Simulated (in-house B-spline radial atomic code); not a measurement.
Inner-shell binding energies (edges) and X-ray emission energies of free atoms and ions, as differences of relaxed hole-state energies with first-order Breit, QED and recoil terms, without correlation or multiplet splittings, in NIST's listed ground configurations. For neutral atoms such line energies lie within some 1 to 5 eV of tabulated X-ray lines (up to 20 eV for the heaviest). Removing outer electrons raises all edges nearly alike, so lines move far less than edges. K = 1s, L1 = 2s, L2 = 2p1/2, L3 = 2p3/2, M3 = 3p3/2. A dash marks a subshell that is part filled or wasn't run, or a line left out. Computed with a B-spline radial code for spherical atoms: Dirac-Hartree-Fock, average of the configuration, finite nuclei.

```tsv
ion	configuration	K edge (eV)	L1 edge (eV)	L3 edge (eV)	K-L3 (eV)	K-L2 (eV)	K-M3 (eV)
Ce	[Xe] 4f1 5d1 6s2	40450.5	6564.73	5733.65	34716.9	34275.8	39253
Ce+	[Xe] 4f1 5d2	40454.4	6568.46	5737.41	34717	34275.9	39253.2
Ce2+	[Xe] 4f2	40457	6570.26	5739.31	34717.7	34276.5	39255.3
Ce3+	[Xe] 4f1	40476.1	6590.33	5759.27	34716.8	34275.7	39253.1
```
